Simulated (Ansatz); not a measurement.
Input (CCSDT(Q)/def2-SVP; Ansatz, a first-principles code):

Ansatz 0.2 input:
```yaml
crystal:
  periodic: [false, false, false]
  atoms:
    - {symbol: Sn, position_ang: [-0.13683287, 0.02984700, 0.35187405]}
    - {symbol: F, position_ang: [0.86402530, 1.30101860, -0.76885091]}
    - {symbol: N, position_ang: [-0.10814783, -1.38217554, -1.09326171]}
    - {symbol: H, position_ang: [0.33691168, -1.22205766, -1.98685461]}
    - {symbol: H, position_ang: [-0.51446100, -2.30423115, -1.03435775]}
basis:
  gaussian:
    orbitals: def2-SVP
magnetization: {spin_polarized: false}
correlation: {method: ccsdt_q, electrons: outside_noble_gas}
```

Output:

```
Functional definition: HF
integrals: 0.06 GiB planned
1314 factors; integrals over basis functions are off by at most 2.0e-7 eV
mean field: 0.25 GiB planned
mean field evaluation 1: about -10018.4867 eV, gradient 4.3e1 eV
mean field evaluation 2: about -10018.5690 eV, gradient 4.3e1 eV
mean field evaluation 4: about -10022.4769 eV, gradient 2.1e0 eV
mean field evaluation 8: about -10022.5186 eV, gradient 1.8e-1 eV
mean field evaluation 16: about -10018.4866 eV, gradient 4.3e1 eV
mean field -10022.51877461 eV, -368.3207714597 hartree, gradient 2.1e-6 eV, S^2 0.000000; 0 other end points of the search recorded, 0 dependent functions left out
11 core orbitals not correlated, not the lowest: weight in the atoms' cores, before any rotation towards them, 0.858 or more for the frozen orbitals, at most 0.137 for the correlated occupied ones
reference -10022.51877461 eV, -368.3207714597 hartree; 9, 9 occupied and 44, 44 virtual orbitals, 1314 factors
second order -11.74395698 eV of doubles, -0.00000000 eV of singles
coupled cluster: 0.75 GiB planned
cycle   1  -11.81883760 eV  change   -7.5e-2 eV  update   1.2e-1
cycle   2  -12.26026912 eV  change   -4.4e-1 eV  update   6.9e-2
cycle   3  -12.56779904 eV  change   -3.1e-1 eV  update   3.3e-2
cycle   4  -12.57839630 eV  change   -1.1e-2 eV  update   1.5e-2
cycle   5  -12.54884820 eV  change    3.0e-2 eV  update   8.6e-3
cycle   6  -12.54777217 eV  change    1.1e-3 eV  update   5.0e-3
cycle   7  -12.55424204 eV  change   -6.5e-3 eV  update   1.7e-3
cycle   8  -12.55454493 eV  change   -3.0e-4 eV  update   9.4e-4
cycle   9  -12.55399753 eV  change    5.5e-4 eV  update   4.3e-4
cycle  10  -12.55412085 eV  change   -1.2e-4 eV  update   1.9e-4
cycle  11  -12.55394822 eV  change    1.7e-4 eV  update   9.8e-5
cycle  12  -12.55389110 eV  change    5.7e-5 eV  update   4.7e-5
cycle  13  -12.55389209 eV  change   -9.9e-7 eV  update   2.1e-5
cycle  14  -12.55390291 eV  change   -1.1e-5 eV  update   1.0e-5
cycle  15  -12.55389350 eV  change    9.4e-6 eV  update   4.3e-6
cycle  16  -12.55389215 eV  change    1.4e-6 eV  update   2.7e-6
cycle  17  -12.55389175 eV  change    3.9e-7 eV  update   1.2e-6
perturbative correction -0.03816266 eV, -0.0014024520 hartree
Total energy: -10035.11082903 eV, -368.7835209243 hartree
```
